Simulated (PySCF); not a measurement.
All values below come from PBE-D3(BJ)/def2-TZVP // PBE-D3(BJ)/def2-SVP run with PySCF. Isolated molecules, 0 K electronic values unless said otherwise. One relaxed conformer stands for a flexible species; it need not be the lowest. 

Reference species: [Au(CO)(H)] (neutral, multiplicity 1).

The LUMO is -3.19 eV, the mean distance from the central atom to its bonded neighbours is 1.798 Å and the coordination number is 2. The HOMO–LUMO gap comes out as 3.63 eV.

Changed species: [Au(H2O)(CH3)] (L = H2O, X = CH3; the reference has L = CO, X = H).

Problem. What does the change do to the LUMO, mean distance from the central atom to its bonded neighbours, coordination number and HOMO–LUMO gap?

Solution. the LUMO goes up by 1.57 eV, to -1.62 eV; the mean distance from the central atom to its bonded neighbours rises by 0.349 Å, to 2.147 Å; the coordination number is nearly the same; the HOMO–LUMO gap increases by 0.30 eV, to 3.93 eV.
